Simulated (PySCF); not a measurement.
C3H5BFNO, SMILES FC1B(N(C)C=1)O. Heavy atoms are numbered as in [CH3:1][N:2]1[CH:3]=[C:4]([F:5])[B:6]1[OH:7]. Hydrogens are named by the atom that carries them.

The structure is a stationary point at B3LYP-D3(BJ)/def2-SVP. The structure was generated by enumeration, and PubChem lists no compound with its InChIKey, so it may never have been made. The values are those of a single conformer.

Calculation: PBE/pcSseg-1 in PySCF.

GIAO shieldings, no solvent; atoms alike by connectivity are averaged. δ = σ(ref) − σ: ¹³C against TMS (σ = 182.0 ppm); ¹⁵N against NH3 (σ = 267.0 ppm); ¹⁹F against CFCl3 (σ = 133.6 ppm); ¹¹B against BF3 (σ = 83.9 ppm); ¹⁷O against H2O (σ = 334.3 ppm); ¹H against TMS (σ = 31.49 ppm), references at their B3LYP-D3(BJ)/def2-TZVP geometries, non-relativistic.

```csv
atoms,nucleus,count,δ (ppm)
C4,¹³C,1,157.9
C3 (CH),¹³C,1,(withheld)
C1 (CH3),¹³C,1,39.9
N2,¹⁵N,1,(withheld)
F5,¹⁹F,1,(withheld)
B6,¹¹B,1,23.8
O7 (OH),¹⁷O,1,145.1
H on C3,¹H,1,7.03
H on O7,¹H,1,(withheld)
H on C1,¹H,3,(withheld)
```

Q: Complete the blanks. (The exact figures need the calculation; the answer reports its results.)

A: 
- H on O7, δ (ppm): 4.92
- H on C1, δ (ppm): 2.64
- N2, δ (ppm): 77.2
- C3 (CH), δ (ppm): 156.1
- F5, δ (ppm): -153.7
